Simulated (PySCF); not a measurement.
**Germanium: a sound run and one with changed settings**

Sound run: Ge [Ar] 3d10 4s2 4p2, Ge⁺ [Ar] 3d10 4s2 4p1. Computed with PySCF 2.14 in cc-pVDZ-DK (5s4p2d, 27 functions), with scalar relativity by spin-free X2C-1e. In the sound run the correlated levels freeze [Ar] 3d10. The sound run starts from symmetry-adapted Hartree-Fock orbitals and uses a fine grid where one is needed.

Changed run: a valence shell is frozen. This setting is unsound on purpose.

```csv
species,method,sound run (hartree),changed run (hartree),converged
Ge,MP2,-2096.99857,-2096.96261,yes
Ge,CCSD(T),-2097.01500,-2096.96432,yes
```

Ionisation energy of Ge:

```tsv
method	sound run (eV)	changed run (eV)
UHF	7.403	7.403
MP2	7.645	7.506
SCS-MP2	7.582	7.438
CCSD	7.665	7.553
CCSD(T)	7.672	7.553
CCSDT	n/a	7.553
FCI	n/a	7.553
```

Freezing a valence shell removes pair correlation that changes on ionisation.

For comparison, NIST gives 7.899 eV between the lowest levels.
